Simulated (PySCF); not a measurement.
**Property card for `[H]/N=C\c1nsnc1OC(F)F`**

Compound: C₄H₃F₂N₃OS.
Geometry (PBE0-D3(BJ)/def2-SVP, Å), atoms numbered from 1 in this order:
```
atom  x, y, z in Å
N1    -0.7552    2.5161    0.1037
C2    -1.6035    1.6158   -0.1776
C3    -1.3730    0.1644   -0.2916
N4    -2.3640   -0.6524   -0.5788
S5    -1.7890   -2.1842   -0.6202
N6    -0.2146   -1.8421   -0.2652
C7    -0.1302   -0.5515   -0.1183
O8     1.0140    0.0922    0.1645
C9     2.1538   -0.6735    0.3676
F10    3.1795    0.1525    0.2165
F11    2.1542   -1.1378    1.6159
H12    0.1764    2.1161    0.2554
H13   -2.6506    1.9026   -0.3636
H14    2.2073   -1.5142   -0.3409
```

Structural features include: imine, pyridine-type ring nitrogen, aromatic ring with sulfur, ether and C–F bond.

**PBE0-D3(BJ)/def2-SVP geometry optimisation, gas phase (PySCF)**

```
Point group                  : C1
Rotational constants A, B, C : 1.387, 0.739, 0.512 GHz
```

**wB97X-D/def2-SVPD ground state and vertical TDDFT (core frozen in the response) (PySCF)**

```
Dipole moment                                                     : 2.78 D
HOMO energy                                                       : -9.73 eV
LUMO energy                                                       : -0.83 eV
HOMO–LUMO gap                                                     : 8.90 eV
Lowest singlet excitation                                         : 4.51 eV (275 nm, f = 0.003)
Strongest line among the 6 lowest singlet transitions             : S2 at 4.97 eV (249 nm, f = 0.259)
Static isotropic polarisability                                   : 91.9 au
Electronic spatial extent ⟨r²⟩ about the centre of nuclear charge : 1988 bohr²
```

Monoisotopic mass from the formula: 178.9965 u.

S1 lies 4.39 eV below the HOMO–LUMO gap; its leading configuration is HOMO−1→LUMO, weight 0.77. The rotational constants make it an asymmetric top with κ = (2B − A − C)/(A − C) = -0.48, nearer the prolate limit (−1). With B = h/(8π²I), that is 505.379 GHz u Å² over I, the principal moments of inertia are 364.3, 683.4 and 986.5 u Å² (most abundant isotopes); the inertial defect Ic − Ia − Ib is -61.2 u Å² (zero for a rigid planar frame, negative otherwise). The largest Löwdin shares of the LUMO are 0.28 on N4, 0.19 on S5, 0.14 on C3 and 0.13 on N1. In atomic units the dipole is 1.10 e·bohr (1 au = 2.5417 D). The principal polarisabilities are 57.9, 94.9 and 122.9 au; their mean is the isotropic value.

One conformer stands for the species.
